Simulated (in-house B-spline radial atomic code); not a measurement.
Stripping copper of all its electrons. The total binding energy is the sum of the 29 successive ionisation energies. Configuration: [Ar] 3d10 4s1. All numbers are computed (Dirac-Hartree-Fock, average of configuration; Fermi nucleus of rms radius 3.8823 fm) with an all-electron radial atomic-structure program (B-spline basis), not measured.

Dirac-Coulomb total energy: -1653.4551 hartree. First-order corrections (hartree): Breit 0.6757, self-energy 0.4979, vacuum polarisation -0.04452, recoil 0.0109.

Q: What total binding energy follows, and how does it compare with the sum of NIST's ionisation energies?

A: 44961.8 eV from the corrected total, against 45002.6 ± 9.5 eV from NIST's table (measured, semi-empirical and theoretical entries, uncertainties added in quadrature). The table binds 40.8 eV more, 1.41 eV per electron, the size expected of the correlation energy that Hartree-Fock leaves out.

Q: What share of the binding belongs to the last two electrons?

A: 50 % by NIST's values (22630.1 eV).
